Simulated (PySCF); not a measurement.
## Vibration and rotation of PPb

PBEsol constants of PPb, ²Π (doublet), unpaired electrons π ↑ (P cc-pV(D+d)Z, Pb cc-pVDZ-PP with ECP60; scalar-relativistic core potentials (PySCF 2.14); masses 30.9738 and 207.9766 u):

| Item | Value |
| --- | --- |
| ωe | 364.3 cm⁻¹ |
| ωexe | 1.01 cm⁻¹ |
| Be | 0.1047 cm⁻¹ |
| αe | 0.000377 cm⁻¹ |
| D (centrifugal) | 3.46e-08 cm⁻¹ |
| De to P + Pb | 3.06 eV |

**Question.** Give the vibrational terms G(v) and spacings up to v = 6.

**Answer.** G(v) = ωe(v+½) − ωexe(v+½)².

| v | G(v) (cm⁻¹) | G(v) − G(v−1) | Bv (cm⁻¹) |
| --- | --- | --- | --- |
| 0 | 181.9 |  | 0.1045 |
| 1 | 544.2 | 362.3 | 0.1041 |
| 2 | 904.4 | 360.3 | 0.1038 |
| 3 | 1262.7 | 358.2 | 0.1034 |
| 4 | 1618.9 | 356.2 | 0.1030 |
| 5 | 1973.1 | 354.2 | 0.1026 |
| 6 | 2325.3 | 352.2 | 0.1022 |

**Question.** How well does the Morse estimate ωe²/(4ωexe) reproduce De, and what is D0?

**Answer.** It gives 4.07 eV, 133 % of the computed De. D0 = De − G(0) = 3.06 − 0.02 = 3.04 eV.

Spin–orbit coupling is left out, which matters for elements this heavy, above all for dissociation energies. The state was picked by a PBE0 search and need not be the measured ground state.
